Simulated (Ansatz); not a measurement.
Cost and result up the ladder for MoO₄H₂ (7 atoms). Total charge 0; singlet. Geometry: PBE-D4/def2-SVP.

```
atom    x (Å)    y (Å)    z (Å)
 Mo1   0.7932  -0.4037  -0.1422
  O2  -0.7715   0.6365  -0.4753
  O3   1.2722  -1.2490  -1.5304
  O4  -1.6465   0.8805   0.6256
  O5   0.7660  -1.4342   1.2031
  H6  -2.5110   0.8924   0.1577
  H7   2.0975   0.6776   0.1614
```

Ansatz on 4 threads of Arm Neoverse V1 on a shared host. Times are rough, and most runs start from the orbitals of an earlier one. CAM-B3LYP-D4/def2-TZVP serves as the yardstick here, not as an exact answer. Binding counts from free atoms at the same level (Mo septet, O triplet, H doublet; other spins of the atoms weren't run), without zero-point energy or a counterpoise term.

In the def2 sets Mo takes a core potential; there is no spin–orbit coupling. Correlated methods freeze 4 core orbitals; core or outer-core shells of Mo are correlated, in sets that lack core-valence functions. The structure holds one bond between oxygen atoms, so isomers without such links may lie far lower. No other spin state of charge 0 was run. Another isomer (singlet) lies 0.55 eV lower at PBE0-D4/def2-TZVP; other spin states weren't run for this one.

Correlated methods converge slowly with the basis.

```json
{"level": "LDA (SPW92)/def2-TZVP", "functions": "176", "wall time": "1.1 s", "binding energy per atom (eV)": "4.83", "difference from CAM-B3LYP-D4/def2-TZVP (eV)": "1.08", "remarks": "–"}
{"level": "PBE-D4/def2-TZVP (with forces)", "functions": "176", "wall time": "1.9 s", "binding energy per atom (eV)": "4.11", "difference from CAM-B3LYP-D4/def2-TZVP (eV)": "0.36", "remarks": "–"}
{"level": "r2SCAN-D4/def2-TZVP", "functions": "176", "wall time": "3.2 s", "binding energy per atom (eV)": "3.81", "difference from CAM-B3LYP-D4/def2-TZVP (eV)": "0.06", "remarks": "–"}
{"level": "CAM-B3LYP-D4/def2-TZVP", "functions": "176", "wall time": "3.3 s", "binding energy per atom (eV)": "3.75", "difference from CAM-B3LYP-D4/def2-TZVP (eV)": "0.00", "remarks": "–"}
{"level": "PBE0-D4/def2-TZVP", "functions": "176", "wall time": "3.6 s", "binding energy per atom (eV)": "3.64", "difference from CAM-B3LYP-D4/def2-TZVP (eV)": "-0.11", "remarks": "–"}
{"level": "CCSD(T)/def2-TZVP", "functions": "176", "wall time": "93 s", "binding energy per atom (eV)": "3.63", "difference from CAM-B3LYP-D4/def2-TZVP (eV)": "-0.12", "remarks": "test for broken spin undecided"}
```
